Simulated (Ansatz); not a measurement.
The same molecule with X = B, Al, Ga, In. Ansatz, PBE0-D4/def2-TZVP geometries, multiplicity 1. Each molecule was computed in one conformer, which needn't be the lowest.

Elements past krypton have def2 core potentials. Scalar relativity is left out up to krypton.

```csv
X,molecule,mean X–F bond length / Å,mean X–O bond length / Å,HOMO energy (ωB97M-V/def2-TZVPP) / eV,HOMO–LUMO gap (B3LYP/def2-TZVPP) / eV,zero-point energy (PBE0-D4/def2-TZVP) / kJ/mol
B,`OB(O)F`,1.333,1.356,-12.21,9.49,97.4
Ga,`[OH][Ga]([OH])[F]`,1.743,1.765,-11.83,7.37,77.2
In,`[OH][In]([OH])[F]`,1.941,1.962,-11.55,6.09,73.4
```

Task: Give the row for X = Al, `[OH][Al]([OH])[F]`. (An estimate is asked.)

Result: Computed: 
| X | molecule | mean X–F bond length / Å | mean X–O bond length / Å | HOMO energy (ωB97M-V/def2-TZVPP) / eV | HOMO–LUMO gap (B3LYP/def2-TZVPP) / eV | zero-point energy (PBE0-D4/def2-TZVP) / kJ/mol |
| --- | --- | --- | --- | --- | --- | --- |
| Al | `[OH][Al]([OH])[F]` | 1.647 | 1.680 | -11.83 | 7.95 | 79.2 |

From B to In the mean X–F bond length rises at each step, by 0.608 Å in all; the mean X–O bond length rises at each step, by 0.606 Å in all; the HOMO energy (ωB97M-V/def2-TZVPP) isn't monotonic: highest at In, lowest at B; the HOMO–LUMO gap (B3LYP/def2-TZVPP) falls at each step, by 3.40 eV in all; the zero-point energy (PBE0-D4/def2-TZVP) falls at each step, by 24.0 kJ/mol in all. Bonds lengthen as the atom grows down the group.

B3LYP here is the variant with VWN-RPA as its local correlation; programs differ in this.
